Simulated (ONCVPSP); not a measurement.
**Reading a pseudo-wave (La)**

Columns: radius, all-electron u(r) and pseudo u(r) of the 5p shell (level -20.93 eV) of lanthanum in the configuration [Kr] 4d10 5s2 5p6 5d2 6s1; PBEsol, scalar-relativistic, ONCV scheme, ONCVPSP 4.0.1.

```json
{"r (bohr)": "0.170", "all-electron": "0.2555", "pseudo": "0.0099"}
{"r (bohr)": "0.340", "all-electron": "-0.0533", "pseudo": "0.0450"}
{"r (bohr)": "0.510", "all-electron": "-0.4391", "pseudo": "0.1172"}
{"r (bohr)": "0.680", "all-electron": "-0.3118", "pseudo": "0.2331"}
{"r (bohr)": "0.850", "all-electron": "0.0484", "pseudo": "0.3849"}
{"r (bohr)": "1.020", "all-electron": "0.4016", "pseudo": "0.5494"}
{"r (bohr)": "1.190", "all-electron": "0.6565", "pseudo": "0.6961"}
{"r (bohr)": "1.360", "all-electron": "0.8030", "pseudo": "0.8000"}
{"r (bohr)": "1.530", "all-electron": "0.8599", "pseudo": "0.8489"}
{"r (bohr)": "1.700", "all-electron": "0.8530", "pseudo": "0.8456"}
{"r (bohr)": "1.870", "all-electron": "0.8056", "pseudo": "0.8024"}
{"r (bohr)": "2.040", "all-electron": "0.7356", "pseudo": "0.7347"}
{"r (bohr)": "2.210", "all-electron": "0.6557", "pseudo": "0.6555"}
{"r (bohr)": "2.380", "all-electron": "0.5741", "pseudo": "0.5741"}
{"r (bohr)": "2.550", "all-electron": "0.4961", "pseudo": "0.4960"}
{"r (bohr)": "2.720", "all-electron": "0.4243", "pseudo": "0.4243"}
{"r (bohr)": "2.890", "all-electron": "0.3600", "pseudo": "0.3600"}
{"r (bohr)": "3.060", "all-electron": "0.3037", "pseudo": "0.3037"}
{"r (bohr)": "3.230", "all-electron": "0.2549", "pseudo": "0.2549"}
{"r (bohr)": "3.400", "all-electron": "0.2131", "pseudo": "0.2131"}
{"r (bohr)": "3.570", "all-electron": "0.1777", "pseudo": "0.1776"}
{"r (bohr)": "3.740", "all-electron": "0.1477", "pseudo": "0.1477"}
{"r (bohr)": "3.910", "all-electron": "0.1226", "pseudo": "0.1225"}
{"r (bohr)": "4.080", "all-electron": "0.1015", "pseudo": "0.1015"}
{"r (bohr)": "4.250", "all-electron": "0.0839", "pseudo": "0.0839"}
{"r (bohr)": "4.420", "all-electron": "0.0693", "pseudo": "0.0693"}
```

**Question.** How many radial nodes do the two functions have?

**Answer.** The all-electron 5p function has n − l − 1 = 3 (the table is too coarse to show those close to the nucleus); the pseudo-wave has 0, since the states of the same l below it are removed with the core.

**Question.** At about which radius was the pseudo-wave matched?

**Answer.** 2.45 bohr. The columns agree to 0.0005 from 2.21 bohr on; several derivatives are matched, so the curves merge somewhat inside the radius.

**Question.** Where does each function peak?

**Answer.** Outermost all-electron maximum near 1.53 bohr, pseudo maximum near 1.53 bohr (to the table’s step).

**Question.** Is the pseudo-wave norm-conserving?

**Answer.** Yes: the ONCV scheme keeps the norm inside the radius equal to the all-electron one, which fixes the energy derivative of the logarithmic derivative at the level.
